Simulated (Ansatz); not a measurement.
**A saddle search, step by step**

AlH2ClF2, singlet, B3LYP-D4/def2-SVP (Ansatz 0.2.0). Settings; a guess of the unstable mode was typed too, and convergence needs a confirmed negative curvature besides the force tolerance:

```yaml
hamiltonian: {xc: {name: B3LYP}, dispersion: d4}
saddle:
  f_tol: 0.1
  max_steps: 40
```

Start:

Al1  (-0.146, -0.559, -0.131)
H2  (-1.081, 0.459, 0.707)
F3  (-0.473, -0.678, -1.791)
F4  (0.431, -1.820, 0.689)
H5  (-0.152, 1.236, 0.467)
Cl6  (1.254, 1.296, -0.015)
(Å)

```csv
step,energy less the last (meV),largest force component (eV/Å)
1,98.7,2.248
2,30.9,1.275
3,3.7,0.132
4,0.5,0.098
5,0.0,0.006
```

Step 2, positions (Å) and forces (eV/Å):

```
atom       x       y       z      Fx      Fy      Fz
 Al1  -0.142  -0.554  -0.146  -0.248   0.309  -1.275
  H2  -1.119   0.473   0.666  -0.041   0.239   0.120
  F3  -0.495  -0.695  -1.779   0.023  -0.042   0.543
  F4   0.449  -1.826   0.690   0.258  -0.576   0.457
  H5  -0.121   1.225   0.508  -0.007  -0.074   0.025
 Cl6   1.260   1.311  -0.013   0.015   0.145   0.129
```

Step 3, positions (Å) and forces (eV/Å):

| atom | x | y | z | Fx | Fy | Fz |
| --- | --- | --- | --- | --- | --- | --- |
| Al1 | -0.146 | -0.552 | -0.177 | -0.002 | -0.132 | 0.049 |
| H2 | -1.128 | 0.484 | 0.658 | 0.075 | 0.054 | -0.015 |
| F3 | -0.514 | -0.727 | -1.780 | -0.053 | -0.035 | -0.097 |
| F4 | 0.459 | -1.829 | 0.691 | -0.023 | 0.083 | -0.011 |
| H5 | -0.102 | 1.233 | 0.522 | -0.071 | -0.055 | 0.041 |
| Cl6 | 1.264 | 1.326 | 0.013 | 0.073 | 0.084 | 0.034 |

Step 4, positions (Å) and forces (eV/Å):

```csv
atom,x,y,z,Fx,Fy,Fz
Al1,-0.151,-0.555,-0.187,0.017,-0.063,0.036
H2,-1.122,0.493,0.644,0.025,0.006,0.018
F3,-0.528,-0.745,-1.788,-0.023,-0.014,-0.031
F4,0.465,-1.820,0.692,-0.034,0.078,-0.027
H5,-0.096,1.228,0.541,-0.084,-0.053,-0.003
Cl6,1.264,1.332,0.026,0.098,0.046,0.007
```

Last step (5):

Al1  (-0.161, -0.558, -0.191)
H2  (-1.124, 0.487, 0.642)
F3  (-0.535, -0.752, -1.793)
F4  (0.468, -1.810, 0.692)
H5  (-0.087, 1.229, 0.538)
Cl6  (1.271, 1.338, 0.038)
(Å)

The run took about 30 s on 2 CPU threads of an Intel Xeon 6975P-C (shared host).
